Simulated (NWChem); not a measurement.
System: SiNH₄OBr; SMILES N[SiH](O)Br

Here is an NWChem input.

```
start job
memory heap 200 mb stack 900 mb global 1100 mb
geometry units angstroms noautosym nocenter noautoz
  Si    -0.044854    -1.026930    -0.390548
  N      1.314945    -1.742614     0.334939
  O     -1.382053    -1.550152     0.427089
  Br    -0.133129     1.229316    -0.289988
  H     -0.020936    -1.345873    -1.837831
  H      2.189795    -1.823437    -0.168915
  H      1.447801    -1.726187     1.339681
  H     -2.094662    -0.908710     0.508565
end
basis spherical
  * library 6-31g*
end
dft
  xc m05-2x
  iterations 150
end
cosmo
  do_cosmo_smd true
  solvent etoac
end
task dft energy
```

Coordinates come from a PBE0/def2-SVP optimisation. Solvent: ethyl acetate.

Level: M05-2X/6-31G* with SMD (1 M gas to 1 M solution), gas-phase geometry. Reactions with the solvent are ignored.

Task: What results follow from this input? (M05-2X/6-31G* (spherical d), SMD on the gas-phase geometry.) Quantities: solvation free energy (kcal/mol); cavity-dispersion-structure term (kcal/mol); dipole in solution (D).

Result: The solvation free energy (kcal/mol) is -7.2. The cavity-dispersion-structure term (kcal/mol) is -1.6. The dipole in solution (D) is 1.65.
